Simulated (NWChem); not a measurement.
Isomers of C$_{3}$H$_{4}$BF$_{2}$N, each optimised at PBE0/def2-SVP with NWChem, gas phase unless a solvent is named. Flexible species stand in one conformer each, which need not be the lowest.  Relative energies count from the lowest isomer at each level and are electronic, without zero-point energy, on those geometries.

A: C(=CNB(F)F)=C
B: NB(F)C=C=CF
C: C(B(F)F)=C=CN
D: FB1NCC=C1F

| quantity | A | B | C | D |
|---|---|---|---|---|
| relative energy, PBE0/def2-SVP (kcal/mol) | 0.0 | 38.7 | 21.4 | 10.0 |
| relative energy, r2SCAN/def2-SVP (kcal/mol) | 0.0 | 38.6 | 21.3 | 13.0 |
| orbital gap (eV), PBE0/def2-SVP | 6.60 | 6.09 | 5.04 | 6.95 |
